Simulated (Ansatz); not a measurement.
Reaction (ligand exchange at the Si–O bond): `[SiH3]OB(S)S` + `[OH][In]([SH])[O][SiH3]` → `[SiH3][O][In]([SH])[O][SiH3]` + `OB(S)S`

Isolated molecules relaxed with PBE0-D4/def2-TZVP in Ansatz; ΔE leaves out vibrations. CCSD(T)/CBS adds triple-zeta CCSD(T) − MP2 to the extrapolated MP2 energy (def2 sets, frozen cores). This one scheme is used for every species. Functionals use def2-TZVPP. B3LYP here is the variant with VWN-RPA as its local correlation; programs differ in this. Elements past krypton have def2 core potentials. For In outer-core shells are correlated without core-valence functions, which leaves a few kJ/mol of doubt a bond. Each species was taken in one conformer, which may not be the lowest.

Problem. Is it downhill or uphill in electronic energy at CCSD(T)/CBS, and by how much? (Best estimate.)

Solution. Ansatz gave: Downhill: ΔE = -2.9 kcal/mol.

Problem. What do these levels give: PBE0-D4, B3LYP-D4, ωB97X-V, ωB97M-V, B2PLYP, B3LYP, HF/def2-TZVPP, CCSD(T)/def2-TZVPP, HF/def2-QZVPP, MP2/def2-QZVPP, MP2/CBS(def2), CCSD/CBS(def2)? (Estimate.)

Solution. Computed: PBE0-D4 -2.7, B3LYP-D4 -2.1, ωB97X-V -3.1, ωB97M-V -3.0, B2PLYP -2.5, B3LYP -2.2, HF/def2-TZVPP -4.5, CCSD(T)/def2-TZVPP -3.3, HF/def2-QZVPP -4.5, MP2/def2-QZVPP -2.8, MP2/CBS(def2) -2.6, CCSD/CBS(def2) -3.1 kcal/mol.

Largest T1 diagnostic among the species: 0.016.

In def2-TZVPP, CCSD(T) changes the Hartree–Fock value by +1.2 kcal/mol (the triples alone add +0.2 kcal/mol) and MP2 by +1.5 kcal/mol. From PBE to PBE0 (25 % exact exchange), in def2-TZVPP and without D4, ΔE moves by −0.9 kcal/mol.
